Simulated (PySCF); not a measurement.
B(CCH)(F)(OH) (C2H2BFO), SMILES C#CB(O)F.

Coordinates come from a B3LYP-D3(BJ)/def2-SVP optimisation. One conformer was computed; it need not be the lowest.

Level of theory: PBE/def2-TZVP run with PySCF.

Symmetry labels are those of the subgroup Cs that the program uses (full group Cs).

Q: List the valence orbital energies around the gap with their symmetry. (An estimate is asked for; the answer gives what the named calculation found.)

A: 
```csv
orbital,symmetry,energy (eV)
HOMO−7,A',-12.84
HOMO−6,A',-12.07
HOMO−5,A",-11.11
HOMO−4,A',-10.03
HOMO−3,A',-9.08
HOMO−2,A",-8.93
HOMO−1,A",-7.50
HOMO,A',-7.35
LUMO,A",-2.01
LUMO+1,A',-0.77
LUMO+2,A',-0.07
LUMO+3,A',1.15
```
